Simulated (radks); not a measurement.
Question: These are the eigenvalues of the occupied orbitals of an atom or ion with whole-number occupations (eV). All-electron calculation, Dirac Kohn-Sham, PBEsol, spin-unpolarised, spherical densities, finite nucleus; Fermi nuclear charge, rms radius of each element as measured or else 0.836 A^(1/3) + 0.57 fm. Program: a radial shooting solver on a logarithmic mesh with Libxc functionals.

1s1/2: -8222.098
2s1/2: -999.8292
2p1/2: -874.9147
2p3/2: -857.4527
3s1/2: -130.3862
3p1/2: -92.3789
3p3/2: -90.1761
3d3/2: -28.4860
3d5/2: -28.2402

Which element is it, and in what charge state? The configuration may be excited. Open shells, if any, are shared by 2j + 1.

Answer: Z = 28, nickel, charge +2: Ni2+ in [Ar] 3d8. The list shows which subshells hold electrons but not how many an open one holds; the 1s level, -302.16 hartree, gives Z - s = 24.6 by -(Z - s)^2/2, which with screening and relativity narrows Z to a few neighbours, and the depths of the outer levels then fix element, charge and occupations together.
